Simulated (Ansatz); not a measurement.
Ansatz (a first-principles code) input (B3LYP-D3(BJ)/def2-TZVP):

Ansatz 0.2 input:
```yaml
crystal:
  periodic: [false, false, false]
  atoms:
    - {symbol: B, position_ang: [0.25777649, -0.07090844, -0.06324344]}
    - {symbol: Cl, position_ang: [0.75802128, 1.75555876, -0.15981391]}
    - {symbol: Cl, position_ang: [1.64425914, -1.10628452, -0.47908187]}
    - {symbol: N, position_ang: [-0.91903016, -0.55687926, 0.25639971]}
    - {symbol: H, position_ang: [-1.69885055, 0.03772691, 0.49001492]}
basis:
  gaussian:
    orbitals: def2-TZVP
hamiltonian:
  xc: b3lyp
  dispersion: d3bj
total_charge: -1
relax: {f_tol: 0.002, max_steps: 150}
```

End of the output:

```
integrals: 0.06 GiB planned
894 factors; their error is unknown
mean field: 0.55 GiB planned
mean field -27234.59082501 eV, -1000.8527525503 hartree, gradient 1.4e-5 eV, S^2 0.000000; 0 other end points of the search recorded, 0 dependent functions left out
the calculation of the forces begins
reference -27234.59105341 eV, -1000.8527609439 hartree; 24, 24 occupied and 118, 118 virtual orbitals, 894 factors
relax step   4: F+E_penalty+E_count = -27234.80801765 eV  Δ(F+E_penalty+E_count) = -4.249e-3 eV  max|allowed force component| = 7.339e-2 eV/Å  Δτ_max = 0.0200 Å  (31 SCF iters, accepted)
these checks for a lower state are left out or cut short: starts, cluster_reference, orbital_swaps, neighbouring_geometries, increment
integrals: 0.06 GiB planned
894 factors; their error is unknown
mean field: 0.55 GiB planned
mean field -27234.59069814 eV, -1000.8527478882 hartree, gradient 1.4e-5 eV, S^2 0.000000; 0 other end points of the search recorded, 0 dependent functions left out
the calculation of the forces begins
reference -27234.59092660 eV, -1000.8527562836 hartree; 24, 24 occupied and 118, 118 virtual orbitals, 894 factors
relax step   5: F+E_penalty+E_count = -27234.80833316 eV  Δ(F+E_penalty+E_count) = -3.155e-4 eV  max|allowed force component| = 9.666e-2 eV/Å  Δτ_max = 0.0121 Å  (32 SCF iters, accepted)
these checks for a lower state are left out or cut short: starts, cluster_reference, orbital_swaps, neighbouring_geometries, increment
integrals: 0.06 GiB planned
894 factors; their error is unknown
mean field: 0.55 GiB planned
mean field -27234.59127098 eV, -1000.8527689394 hartree, gradient 1.4e-5 eV, S^2 0.000000; 0 other end points of the search recorded, 0 dependent functions left out
the calculation of the forces begins
reference -27234.59149938 eV, -1000.8527773332 hartree; 24, 24 occupied and 118, 118 virtual orbitals, 894 factors
relax step   6: F+E_penalty+E_count = -27234.80895236 eV  Δ(F+E_penalty+E_count) = -6.192e-4 eV  max|allowed force component| = 5.203e-3 eV/Å  Δτ_max = 0.0080 Å  (32 SCF iters, accepted)
these checks for a lower state are left out or cut short: starts, cluster_reference, orbital_swaps, neighbouring_geometries, increment
integrals: 0.06 GiB planned
894 factors; their error is unknown
mean field: 0.55 GiB planned
mean field -27234.59126849 eV, -1000.8527688481 hartree, gradient 7.6e-5 eV, S^2 0.000000; 0 other end points of the search recorded, 0 dependent functions left out
the calculation of the forces begins
reference -27234.59149689 eV, -1000.8527772417 hartree; 24, 24 occupied and 118, 118 virtual orbitals, 894 factors
relax step   7: F+E_penalty+E_count = -27234.80895381 eV  Δ(F+E_penalty+E_count) = -1.448e-6 eV  max|allowed force component| = 1.086e-3 eV/Å  Δτ_max = 0.0004 Å  (20 SCF iters, accepted)
integrals: 0.06 GiB planned
894 factors; their error is unknown
mean field: 0.55 GiB planned
mean field evaluation 64: about -27234.5222 eV, gradient 1.5e0 eV
mean field -27234.59126849 eV, -1000.8527688481 hartree, gradient 7.6e-5 eV, S^2 0.000000; 1 other end points of the search recorded, 0 dependent functions left out
the calculation of the forces begins
reference -27234.59149689 eV, -1000.8527772417 hartree; 24, 24 occupied and 118, 118 virtual orbitals, 894 factors
Total energy: -27234.80918221 eV, -1000.8607770295 hartree
Atom 0 at     0.234346    -0.084202    -0.057095 Å, force    -0.000403    -0.000675     0.000095 eV/Å
Atom 1 at     0.702623     1.742645    -0.144636 Å, force     0.000145     0.000435    -0.000028 eV/Å
Atom 2 at     1.705137    -1.123140    -0.496493 Å, force     0.000015     0.000193    -0.000002 eV/Å
Atom 3 at    -0.952499    -0.592479     0.264797 Å, force    -0.000844     0.000718     0.000263 eV/Å
Atom 4 at    -1.647432     0.116389     0.477702 Å, force     0.001086    -0.000670    -0.000328 eV/Å
Dipole moment:     0.367037     0.393229    -0.093818 e Å
```

It need not be the lowest isomer of its formula. Whether it binds its extra electron was not tested at this geometry.
